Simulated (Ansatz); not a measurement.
Reaction: BN2H5 (SMILES NBN) → BN2H4 (SMILES N[B]N, doublet) + H (doublet) (the B-H bond breaks)
Each species at its own B3LYP-D3(BJ)/def2-TZVP minimum (Ansatz, an electronic-structure program), one conformer.

Total energies in hartree (Ansatz). UHF or UKS for unpaired electrons; spin-orbit terms are left out. Cores are frozen in correlated methods. No relativity. Where a partner has so few electrons that a lower coupled-cluster level is exact, that level stands in.

| species | HF/cc-pVTZ | CCSD(T)/cc-pVTZ | HF/cc-pVQZ | CCSD(T)/cc-pVQZ | CCSD(T)/cc-pVDZ | CCSDT(Q)/cc-pVDZ |
|---|---|---|---|---|---|---|
| 1: BN2H5 (SMILES B(N)N) | -136.63383 | -137.21568 | -136.64480 | -137.25990 | -137.06142 | -137.06305 |
| 2: BN2H4 (SMILES [B](N)N, doublet) | -135.99060 | -136.53718 | -136.00141 | -136.58033 | -136.38862 | -136.39031 |
| 3: H (doublet) | -0.49981 | -0.49981 | -0.49995 | -0.49995 | -0.49928 | -0.49928 |

Problem. Work out the bond dissociation energy (electronic) in kcal/mol: take Hartree-Fock from cc-pVQZ, extrapolate the CCSD(T) correlation energy as X^-3 (X = 3, 4), and add CCSDT(Q) - CCSD(T) in cc-pVDZ. 1 hartree = 627.51 kcal/mol.

Solution. 
Species 1: correlation (64·(-0.61510) - 27·(-0.58185))/37 = -0.63936; step -0.00163; E1 = -136.64480 + (-0.63936) + (-0.00163) = -137.28579
Species 2: correlation (64·(-0.57892) - 27·(-0.54658))/37 = -0.60252; step -0.00169; E2 = -136.00141 + (-0.60252) + (-0.00169) = -136.60562
Species 3: correlation (64·(0.00000) - 27·(0.00000))/37 = 0.00000; step +0.00000; E3 = -0.49995 + (0.00000) + (+0.00000) = -0.49995
-1·E1 +1·E2 +1·E3 = 0.18022 hartree = 113.1 kcal/mol.
